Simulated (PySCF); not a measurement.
Electron correlation in Pd+ (palladium, charge +1)

Starting occupation: [Kr] 4d9, 4d3/2 with m_j = -1/2, +1/2, +3/2, 4d5/2 with m_j = -5/2, -3/2, -1/2, +1/2, +3/2, +5/2. All numbers are calculated (PySCF 2.14, X2C-1e with screened-nucleus spin-orbit coupling, Gaussian nucleus, in x2c-QZVPPall-2c (13s12p9d4f2g, 140 functions)). Frozen: [Ar] 3d10; 17 electrons correlated; the 32 highest virtual spinors left out.

MP2 pair energies summed by pair of shells (mhartree):

```json
{"pair": "4d-4d", "energy": "-299.92", "share (%)": "47.2"}
{"pair": "4d-4p", "energy": "-200.49", "share (%)": "31.6"}
{"pair": "4p-4p", "energy": "-59.87", "share (%)": "9.4"}
{"pair": "4d-4s", "energy": "-38.61", "share (%)": "6.1"}
{"pair": "4p-4s", "energy": "-31.47", "share (%)": "5.0"}
{"pair": "4s-4s", "energy": "-5.05", "share (%)": "0.8"}
```

Total MP2 correlation energy: -635.41 mhartree.

The GHF reference relaxed away from the jj start to a determinant that is no pure jj level (⟨S²⟩ = 0.77, ⟨J²⟩ = 3.76); the energies belong to that determinant.

This basis was not built for core-valence correlation, so the inner-shell part is incomplete.
